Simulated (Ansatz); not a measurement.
Li₄N⁺ was relaxed with B3LYP-D4 (def2-TZVP) in Ansatz in these states: charge +1 quintet, charge +1 singlet, charge +1 triplet. The geometries follow in no particular order.

A:

```xyz
5

Li   -1.1720   -1.4854    0.2456
Li    1.8579    0.1878   -0.2764
Li   -0.5806    0.5693   -1.7160
Li   -0.0939    0.7358    1.7463
N    -0.0113   -0.0075    0.0005
```

B:

| atom | x (Å) | y (Å) | z (Å) |
| --- | --- | --- | --- |
| Li1 | 1.419 | 0.442 | 0.978 |
| Li2 | -0.764 | 1.475 | -0.637 |
| Li3 | 0.511 | -1.035 | -1.354 |
| Li4 | -1.167 | -0.882 | 1.013 |
| N5 | 0.000 | 0.000 | 0.000 |

C:

```xyz
5

Li    0.074   -0.268    2.198
Li   -1.778    0.969    0.933
Li    1.514    0.742   -1.447
Li    0.197   -1.445   -1.679
N    -0.008    0.002   -0.005
```

Problem. Judge from the bond lengths which geometry belongs to which state (an estimate).

Solution. A is the charge +1 triplet (Li2–Li3 2.857 Å, Li2–Li4 2.864 Å, Li1–Li4 2.889 Å); B is the charge +1 singlet (Li2–Li3 2.905 Å, Li2–Li4 2.905 Å, Li1–Li4 2.905 Å); C is the charge +1 quintet (Li2–Li3 4.068 Å, Li2–Li4 4.068 Å, Li1–Li4 4.054 Å).

At PBE0-D4/def2-TZVP a singlet lies 2.21 eV below the charge +1 triplet. At PBE0-D4/def2-TZVP a singlet lies 5.48 eV below the charge +1 quintet. These are the stationary points nearest to one start from a short search; other shapes may lie lower in each state.
